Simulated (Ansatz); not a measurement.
Cl2H2OSTi, SMILES `[OH][Ti]([SH])([Cl])[Cl]`. Charge 0, multiplicity 1.

Z-matrix (Å, degrees):
```
Ti
S 1 2.268
Cl 1 2.192 2 109.9
O 1 1.744 2 104.3 3 120.4
Cl 1 2.187 2 109.5 3 -120.1
H 2 1.349 1 90.9 3 58.6
H 4 0.958 1 149.2 2 117.1
```

Problem. What are the harmonic wavenumbers in cm⁻¹ at PBE0-D4/def2-TZVP (Ansatz, finite differences of forces, unscaled)? (Best estimate.)

Solution. Ansatz gave: 106, 111, 127, 141, 148, 195, 245, 300, 399, 452, 493, 565, 840, 2680, 3938.

Problem. Is this a minimum?

Solution. Yes, all 15 modes are real.

Problem. Give the ideal-gas thermochemistry at 298.15 K and 1 bar (rigid rotor, harmonic oscillator; point group C1, symmetry number 1).

Solution. Zero-point energy 64.2 kJ/mol; H(298) − E = 89.8 kJ/mol; entropy 393.5 J/(mol·K), of which translation 172.8, rotation 122.1, vibration 98.6; G(298) − E = -27.5 kJ/mol.

Problem. And at 400, 500, 600, 800 and 1000 K?

Solution. 
```json
{"T (K)": "400", "H − E (kJ/mol)": "102.5", "S (J/mol/K)": "429.9", "G − E (kJ/mol)": "-69.5"}
{"T (K)": "500", "H − E (kJ/mol)": "115.5", "S (J/mol/K)": "459.0", "G − E (kJ/mol)": "-114.0"}
{"T (K)": "600", "H − E (kJ/mol)": "128.8", "S (J/mol/K)": "483.3", "G − E (kJ/mol)": "-161.2"}
{"T (K)": "800", "H − E (kJ/mol)": "156.3", "S (J/mol/K)": "522.8", "G − E (kJ/mol)": "-261.9"}
{"T (K)": "1000", "H − E (kJ/mol)": "184.5", "S (J/mol/K)": "554.2", "G − E (kJ/mol)": "-369.8"}
```
